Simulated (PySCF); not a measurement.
Gas-phase reaction: TaOCl₃ + 2 ClO = TaCl₅ + O₃

Computed with PySCF (xtb for GFN2) and rigid-rotor harmonic-oscillator thermochemistry at 1 bar. † marks an energy on the PBE0/def2-TZVP geometry and frequencies; other levels use their own. Open shells (unrestricted): ClO (multiplicity 2); the rest are closed-shell singlets. GFN2 has no spin-polarisation term. Spin-orbit splitting is ignored; it lowers the true energy and changes the entropy of ClO. Ta: scalar-relativistic def2 core potential, no spin-orbit coupling. Strong static correlation: O₃.

GFN2-xTB gives ΔH°(298 K) = -307 kJ.

Q: What do PBE/def2-TZVP†, PBE0/def2-QZVP†, BLYP/def2-TZVP† give?

A: PBE/def2-TZVP†: -65 kJ; PBE0/def2-QZVP†: -18 kJ; BLYP/def2-TZVP†: -18 kJ. For scale, ΔH°(298 K) is -307 kJ at this level, -23 kJ at ωB97M-V/def2-TZVP†, and runs from -307 to 3 kJ over the 13 levels computed († marks an energy on the PBE0/def2-TZVP geometry).
